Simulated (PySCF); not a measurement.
## Ni+ (nickel, charge +1) across methods

[Ar] 3d8 4p1, one real determinant (an excited configuration). Calculation: PySCF 2.14, in aug-cc-pVTZ-DK; the spin-free X2C one-electron Hamiltonian (Gaussian nucleus).

| method | E (hartree) | mean ε 3d α (eV) | mean ε 3d β (eV) | mean ε 4p α (eV) | Σ⟨r²⟩ (bohr²) | ⟨S²⟩ |
| --- | --- | --- | --- | --- | --- | --- |
| PW91 | -1520.183 | -20.402 | -18.687 | -9.118 | 27.74 | 3.750 |
| r2SCAN | -1520.023 | -20.602 | -18.914 | -9.193 | 27.54 | 3.751 |
| PBE0 | -1519.814 | -23.032 | -21.103 | -9.657 | 27.82 | 3.751 |
| r2SCAN0 | -1519.986 | -23.278 | -21.402 | -9.739 | 27.63 | 3.751 |
| UHF | -1518.64704 | -30.543 | -27.943 | -10.951 | 28.67 | 3.752 |
| LDA | -1517.246 | -20.644 | -18.719 | -9.102 | 27.60 | 3.750 |
| BP86 | -1520.287 | -20.413 | -18.755 | -9.174 | 27.63 | 3.750 |
| PBE | -1519.801 | -20.320 | -18.576 | -9.064 | 27.79 | 3.750 |
| LC-wPBE | -1519.851 | -25.562 | -23.795 | -11.709 | 27.72 | 3.750 |

⟨L²⟩ = 14.01 against 20 for a pure G term, so this real determinant mixes terms.
